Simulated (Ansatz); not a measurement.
Ansatz results at the PBE0-D4/def2-TZVP geometry: LUMO energy (PBE0/def2-TZVPP) -2.90 eV; HOMO–LUMO gap (PBE0/def2-TZVPP) 6.31 eV; HOMO energy (PBE0/def2-TZVPP) -9.21 eV.

Each molecule was computed in one conformer, which needn't be the lowest.

(1) Which molecule gave them?
A. `C=[CH][SnH2][CH]=C`
B. `C[O][Sn]([F])([CH2][Si](C)(C)C)[O]C`
C. `[SH][SnH2][SH]`
D. `C[O][Sn]([F])([F])[F]`

## Answers

(1) D. The others give `C[O][Sn]([F])([CH2][Si](C)(C)C)[O]C`: -0.85, 6.84, -7.69; `C=[CH][SnH2][CH]=C`: -0.36, 7.42, -7.78; `[SH][SnH2][SH]`: -0.99, 6.35, -7.34.
